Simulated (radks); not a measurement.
The strontium ion Sr2+ inside a hard spherical wall (all orbitals vanish at R), configuration held at [Kr] and not refilled when levels cross. All-electron calculation, scalar-relativistic Kohn-Sham, PBE, spin-polarised, spherical densities, point nucleus. Program: a radial shooting solver on a logarithmic mesh with Libxc functionals. Eigenvalues in eV for spin up, with the zero of energy where the potential of the charges vanishes at infinity; a dash marks a level that is unbound or too diffuse for the functional's potential to be trusted. A positive occupied level is held by the wall or, in an anion where self-interaction has pushed it up, behind a barrier. The pressure on the wall is -dE/dV.

R (bohr)  E (hartree)  kinetic (hartree)    e(3p)    e(3d)    e(4s)    e(4p)  e(5s, empty)  e(4d, empty)  pressure (GPa)
free      -3178.87214           3259.923  -270.21  -142.07  -54.725  -36.517       -13.595       -13.290               0
8         -3178.87214           3259.923  -270.21  -142.07  -54.725  -36.517       -13.547       -13.282        < 0.0001
7         -3178.87214           3259.923  -270.21  -142.07  -54.724  -36.516       -13.404       -13.255        0.000990
6         -3178.87202           3259.925  -270.20  -142.06  -54.719  -36.511       -12.884       -13.142          0.0240
5         -3178.86998           3259.951  -270.13  -141.99  -54.661  -36.450       -11.068       -12.693           0.562
4         -3178.83948           3260.235  -269.40  -141.26  -54.128  -35.865        -4.632       -10.862            12.7
3.5       -3178.75060           3260.907  -267.92  -139.79  -53.060  -34.641         3.679        -8.264            60.5
3         -3178.42832           3262.912  -264.20  -136.09  -50.262  -31.332        20.846        -2.552             298
2.5       -3177.25851           3268.783  -255.48  -127.44  -42.841  -22.432        58.618        10.674            1570
2         -3172.86040           3286.393  -236.31  -108.42  -21.360    2.840        149.33        43.764            9470
1.5       -3154.10566           3348.290  -192.44  -63.957   55.172   87.852        403.14        140.02           78100
